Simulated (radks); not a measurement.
Cs3+, configuration [Kr] 4d10 5s2 5p4.

Calculated with a radial shooting solver on a logarithmic mesh with Libxc functionals: Dirac Kohn-Sham, PBE, spin-unpolarised, spherical densities, finite nucleus; open shells fill j = l - 1/2 first; Fermi nuclear charge, rms radius 4.8041 fm.

Energy parts (eV):
part                      energy
total                 -211915.74
kinetic                225663.53
electron-nucleus      -513786.43
Hartree                 81425.23
exchange-correlation    -5218.07

Orbitals (lengths in bohr, moments of r in powers of bohr; <r^-3> diverges for s and p1/2; r(max) is where P^2 peaks):
orbital  occ.  eigenvalue (eV)      <r^2>   r(max)  <r^-3>
1s1/2       2        -35798.65  0.0009251  0.01678       -
2s1/2       2        -5638.602    0.01477  0.09503       -
2p1/2       2        -5306.564    0.01089  0.07270       -
2p3/2       4        -4954.288    0.01216  0.07768    5924
3s1/2       2        -1195.844     0.1021   0.2727       -
3p1/2       2        -1057.111    0.09685   0.2592       -
3p3/2       4        -989.5952     0.1047   0.2702    1163
3d3/2       4        -745.8024    0.08708   0.2186   187.9
3d5/2       6        -731.4684    0.08934   0.2217   172.7
4s1/2       2        -249.5433     0.5444   0.6429       -
4p1/2       2        -199.7323     0.5902   0.6566       -
4p3/2       4        -185.9420     0.6357   0.6807   238.1
4d3/2       4        -104.8927     0.7976   0.7158   30.74
4d5/2       6        -102.5961     0.8172   0.7239   27.99
5s1/2       2         -53.8334      3.136    1.519       -
5p1/2       2         -40.7898      3.939    1.673       -
5p3/2       2         -38.8088      4.233    1.736   34.21
6s1/2       0         -18.9418      14.79    3.465       -
4f5/2       0         -18.4245      3.217   0.9130   2.009
4f7/2       0         -18.2899      3.276   0.9209   1.954

The highest occupied level is 5p3/2 at -38.809 eV. The density falls to 0.001 e/bohr^3 at r = 3.60 bohr.
